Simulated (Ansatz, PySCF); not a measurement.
Pulling on the Al1–H2 bond in C2H5Al (SMILES C=[CH][AlH2]) (multiplicity 1 held, fragments rigid). Energies count from the point at 1.582 Å.
Geometry at that point (charge 0, multiplicity 1):
```xyz
8

Al    -0.136     0.163     1.163
H     -0.815     1.591     1.218
H      0.178    -0.644     2.486
C      0.292    -0.552    -0.590
C      0.018     0.145    -1.699
H      0.759    -1.526    -0.730
H      0.242    -0.220    -2.698
H     -0.448     1.126    -1.658
```

Unrestricted levels (U-) break spin symmetry where that is lower. Active spaces are followed from a long bond inwards. Curves can end on different states.

Correlated levels freeze the cores. Rows in 6-31G* carry no dispersion term and start afresh at each structure (6-31G* with six Cartesian d functions). MP2/6-31G* freezes PySCF's default core.

The values were computed with Ansatz (an electronic-structure program) with Gaussian orbitals; PySCF for 6-31G* rows. Values without a source in brackets are computed.

Question: Estimate the energy at R = 5.063 Å that R-MP2/6-31G* returns for this input.

Answer: 4.91 eV

Question: Predict the energy at R = 5.063 Å from U-SCS-MP2/cc-pV(T+d)Z.

Answer: 3.88 eV

Question: What energy at R = 5.063 Å does FIC-MRCISD+Q on CASSCF(2,2)/cc-pV(T+d)Z give?

Answer: 3.82 eV

Doubts at one or more of the structures used: a restricted determinant that unrestricted orbitals would lower (R-MP2/6-31G*); a spin-contaminated determinant (U-SCS-MP2/cc-pV(T+d)Z).
